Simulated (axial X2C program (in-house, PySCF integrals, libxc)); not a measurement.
**Low determinants of GaSi at the PBE0 level, two-component**

Calculated with an in-house all-electron X2C program for linear molecules (integrals from PySCF). Two-component (2c) means X2C with spin–orbit coupling and atomic mean-field two-electron Coulomb and Gaunt terms. Basis: Ga dyall-cv3z [9s9p7d4f1g], Si dyall-v3z [8s7p2d1f] (cores contracted in-house); Gaussian nuclei, density fitting, unrestricted open shells. Masses: Ga 68.926 u, Si 27.977 u.

Search at 2.400 Å (vertical energies from the lowest determinant):

```tsv
ΔE (eV)	state	electrons beyond evenly filled partner blocks	electrons in ±ω = 1/2, 3/2, 5/2, 7/2
0.00	Ω = 3/2	ω = 3/2	32 11 2 0
0.31	Ω = 1/2	2 × ω = -1/2, ω = 3/2	32 11 2 0
0.81	Ω = 1/2	ω = 1/2	33 10 2 0
0.84	Ω = 5/2	2 × ω = 1/2, ω = 3/2	32 11 2 0
0.87	Ω = 1/2	ω = 1/2	31 12 2 0
2.63	Ω = 5/2	ω = -1/2, 2 × ω = 3/2	31 12 2 0
2.84	Ω = 7/2	ω = 1/2, 2 × ω = 3/2	31 12 2 0
```

Lowest determinant, Ω = 3/2 (⟨Sz⟩ = 1.50, ⟨Lz⟩ = 0.00 at PBE0): Re = 2.418 Å, ωe = 299.8 cm⁻¹.

The determinant in row 2 of the search, Ω = 1/2 (⟨Sz⟩ = 0.50, ⟨Lz⟩ = 0.00 at PBE0), was followed along the bond at PBE0; measured from the minimum of the lowest determinant it gives:

Te = 0.312 eV (2519 cm⁻¹), Re = 2.402 Å, ωe = 310.0 cm⁻¹.

Problem. Compare the bond of the determinant in row 2 with that of the lowest one.

Solution. At PBE0 its Re is 0.016 Å shorter and its force constant, which goes as ωe², is 1.07 times that of the lowest determinant. This determinant mixes spin states, so it has no term energy of its own.

The search compares states at one distance, so a state with another bond length can lie lower; it is not exhaustive and yields mostly the lowest determinant of each block pattern, so other components and higher states of one pattern are missing. These are energies of single determinants, not of spin-adapted states; PBE0 term energies can be off by some tenths of an eV, and the functional has no current term. The lowest determinant need not be the ground state where others lie within half an eV.
